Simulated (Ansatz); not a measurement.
Stepwise reaction of `F[SiH](F)Cl` with ammonia, as a gas-phase model of exchange steps in deposition or etching. ΔE in kJ/mol; ΔG adds harmonic PBE0-D4 terms to CCSD(T)/CBS, at 1 bar.

Program: Ansatz. Geometries: PBE0-D4/def2-TZVP. ΔE: electronic, gas phase. CCSD(T)/CBS adds triple-zeta CCSD(T) − MP2 to the extrapolated MP2 energy (def2 sets, frozen cores). This one scheme is used for every species. Functionals use def2-TZVPP. B3LYP here is the variant with VWN-RPA as its local correlation; programs differ in this. One conformer a species, not always the lowest.

```csv
step,reaction,PBE-D4,B3LYP-D4,ωB97M-V,CCSD(T)/CBS,ΔG(600 K)
1,`F[SiH](F)Cl` + NH₃ → `N[SiH](F)Cl` + H–F,74.6,79.3,78.5,77.2,72.6
2,`N[SiH](F)Cl` + NH₃ → `N[SiH](N)Cl` + H–F,77.9,83.3,83.3,79.5,82.0
```

Task: By hand: ΔE of the 2 steps together at CCSD(T)/CBS.

Result: (77.2) + (79.5) = 156.7 kJ/mol, or 78.3 kJ/mol a step.

In ΔE the steps differ by no more than 2.3 kJ/mol. All are uphill at CCSD(T)/CBS. ΔG lies between 72.6 and 82.0 kJ/mol a step. PBE-D4 differs from CCSD(T)/CBS by -2.6 to -1.6 kJ/mol a step. Isolated molecules leave out the surface, adducts and barriers. Largest T1 diagnostic: 0.011.
